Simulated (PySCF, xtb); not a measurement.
PbHI, SMILES [I][PbH] (connectivity only; charge and spin as stated), neutral, multiplicity 1.

Harmonic wavenumbers (cm⁻¹) from GFN2-xTB in xtb at its own minimum, in rising order: 195, 540, 1511.

Problem. What does B3LYP-D3(BJ)/def2-TZVP run with PySCF give at its own minimum? (An estimate is asked for; the answer gives what the named calculation found.)

Solution. 158, 490, 1585. Paired by order, the mean absolute difference is 54 cm⁻¹ and the zero-point energies are 3.2 and 3.2 kcal/mol.
